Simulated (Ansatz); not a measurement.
`[CH3][In]([NH2])[NH2]` + `[NH2][AlH][SiH2][TeH]` → `[CH3][In]([NH2])[SiH2][TeH]` + `[NH2][AlH][NH2]`  (redistribution)

Isolated molecules relaxed with PBE0-D4/def2-TZVP in Ansatz; ΔE leaves out vibrations. CCSD(T)/CBS is the MP2 limit (def2-TZVPP, def2-QZVPP) plus CCSD(T) − MP2 in def2-TZVPP, frozen cores. This one scheme is used for every species. Functionals use def2-TZVPP. B3LYP here is the variant with VWN-RPA as its local correlation; programs differ in this. def2 core potentials past Kr. For In, Te outer-core shells are correlated without core-valence functions, which leaves a few kJ/mol of doubt a bond. Each species was taken in one conformer, which may not be the lowest.

`[CH3][In]([NH2])[NH2]`:

Cartesian coordinates in Å:
```
C 1.539 -0.300 1.201
In -0.135 0.009 -0.094
N -1.889 0.814 0.519
N -0.245 -0.736 -1.974
H 2.081 -1.200 0.911
H 1.205 -0.401 2.233
H 2.220 0.551 1.138
H -1.902 1.420 1.325
H -2.545 1.155 -0.167
H 0.604 -0.944 -2.477
H -0.932 -0.368 -2.614
```

`[NH2][AlH][SiH2][TeH]`:

```xyz
10

N    -0.209    1.852    1.304
Al    0.555    0.361    0.748
Si   -0.771   -1.283   -0.454
Te    0.336   -1.126   -2.715
H     0.283    2.632    1.709
H    -1.191    2.063    1.227
H     2.119    0.188    0.938
H    -2.177   -0.882   -0.741
H    -0.795   -2.697    0.016
H     1.849   -1.109   -2.031
```

`[CH3][In]([NH2])[SiH2][TeH]`:

```xyz
13

C    -0.195   -2.022    1.645
In    0.022   -0.276    0.413
N     1.789    0.684    0.528
Si   -1.509    0.838   -1.317
Te   -0.221    2.565   -2.607
H     0.732   -2.218    2.183
H    -0.444   -2.889    1.032
H    -1.001   -1.872    2.366
H     2.505    0.480    1.206
H     1.947    1.577    0.090
H    -2.170   -0.121   -2.248
H    -2.604    1.621   -0.677
H     1.150    1.633   -2.614
```

`[NH2][AlH][NH2]`:

Z-matrix (Å, degrees):
```
N
Al 1 1.769
H 1 1.007 2 123.5
H 1 1.006 2 126.5 3 180.0
N 2 1.769 1 120.4 3 -180.0
H 2 1.580 1 119.8 3 0.0
H 5 1.006 2 126.5 1 0.0
H 5 1.007 2 123.5 1 -180.0
```

```
             level  ΔE (kcal/mol)  difference from CCSD(T)/CBS
            PBE-D4          -23.8                          1.2
           PBE0-D4          -24.8                          0.2
          B3LYP-D4          -26.3                         -1.3
               PBE          -23.4                          1.6
            r2SCAN          -25.9                         -0.9
              PBE0          -24.4                          0.6
             B3LYP          -25.7                         -0.7
   CCSD/def2-TZVPP          -25.4                         -0.4
SCS-MP2/def2-QZVPP          -25.9                         -0.9
     MP2/CBS(def2)          -26.5                         -1.5
       CCSD(T)/CBS          -25.0                            0
```

Largest T1 diagnostic among the species: 0.013.

From PBE to PBE0 (25 % exact exchange), in def2-TZVPP and without D4, ΔE moves by −1.1 kcal/mol.
